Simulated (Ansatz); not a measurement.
The cluster CrO2⁻ (the lowest doublet isomer of a short search) was relaxed with PBE0-D4 (def2-TZVPD) in Ansatz in these states: charge -1 quartet, charge -1 sextet. The geometries follow in no particular order.

A:

Cartesian coordinates in Å:
```
Cr -0.022 -0.525 -0.030
O 0.800 0.152 1.347
O -0.778 0.373 -1.317
```

B:

```
atom    x (Å)    y (Å)    z (Å)
 Cr1   0.0845   0.1365   0.3475
  O2   1.0225  -1.1608  -0.0035
  O3  -1.1071   1.0243  -0.3440
```

Task: Judge from the bond lengths which geometry belongs to which state (an estimate).

Result: A is the charge -1 sextet (Cr1–O3 1.742 Å, Cr1–O2 1.742 Å); B is the charge -1 quartet (Cr1–O3 1.639 Å, Cr1–O2 1.639 Å).

At PBE0-D4/def2-TZVPD a quartet lies 2.74 eV below the charge -1 sextet. These are the stationary points nearest to one start from a short search; other shapes may lie lower in each state.
